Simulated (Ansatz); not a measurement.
Consider the homolysis of the H–N bond: `CO[SiH2]N` → H• + `CO[SiH2][NH]`•.

Computed with Ansatz on PBE0-D4/def2-TZVP structures; ΔE is electronic, products minus reactants. CCSD(T)/CBS adds triple-zeta CCSD(T) − MP2 to the extrapolated MP2 energy (def2 sets, frozen cores). This one scheme is used for every species, atoms too. Open shells (•) are unrestricted, without spin–orbit coupling. Each species was taken in one conformer, which may not be the lowest.

```csv
species,CCSD/def2-TZVPP energy (Eh)
`CO[SiH2]N`,-461.13559
H•,-0.49981
`CO[SiH2][NH]`•,-460.44933
```

Problem. Work out ΔE.

Solution. ΔE = (-0.49981) + (-460.44933) − (-461.13559) = 0.18645 Eh = +117.0 kcal/mol. CCSD(T)/CBS gives +120.8 kcal/mol.

Largest T1 diagnostic among the species: 0.013.

In def2-TZVPP, CCSD(T) changes the Hartree–Fock value by +28.9 kcal/mol (the triples alone add +1.1 kcal/mol) and MP2 by +31.8 kcal/mol; breaking electron pairs costs correlation energy, which Hartree–Fock lacks.
